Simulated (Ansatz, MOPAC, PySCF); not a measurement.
System: BiF2, net charge 1, singlet state. SMILES: [F][Bi+][F]
Geometry: optimised at B3LYP-D3(BJ)/def2-TZVP (Ansatz, a quantum-chemistry and plane-wave program).

Quantity: vertical ionisation energy to the doublet, in eV. Set-up: PM7 with its own dispersion and hydrogen-bond terms; 6-31G* and kin with 6d, 5d where marked; def2 sets with scalar-relativistic core potentials past Kr; each state is the SCF solution reached for its charge and spin; valence correlation only (noble-gas shells and the d and f shells of earlier blocks); spin-orbit terms left out; dispersion terms only where a functional's name holds one; open shells spin-unrestricted; LANL2DZ with its own core potentials from Na on. First-principles rows: single points at B3LYP-D3(BJ) geometries (Ansatz). Semi-empirical rows: differences of heats of formation at the shared geometry for vertical values. The spin state of an ion or metal species was assumed, not searched.

| level | program | vertical ionisation energy to the doublet (eV) |
|---|---|---|
| PM3 | MOPAC | 17.35 |
| PM6 | MOPAC | 17.11 |
| PM7 | MOPAC | 16.53 |
| HF/6-31G* with LANL2DZ past Ar | Ansatz | 18.33 |
| PBE/6-31G* with LANL2DZ past Ar | Ansatz | 19.19 |
| B3LYP/6-31G* with LANL2DZ past Ar | Ansatz | 19.44 |
| M06-2X/6-31G* with LANL2DZ past Ar (5d) | PySCF | 19.77 |
| MP2/6-31G* with LANL2DZ past Ar | Ansatz | 19.99 |
| PBE/def2-TZVPD | Ansatz | 19.35 |
| B3LYP/def2-TZVPD | Ansatz | 19.67 |

No value to compare with is used here. The 8 habitual levels span 16.53 (PM7) to 19.99 eV (MP2/6-31G* with LANL2DZ past Ar); B3LYP/def2-TZVPD gives 19.67.

The levels are drawn from those run, B3LYP/6-31G* more often than the rest, none by its result; runs whose electronic state is in doubt are left out.
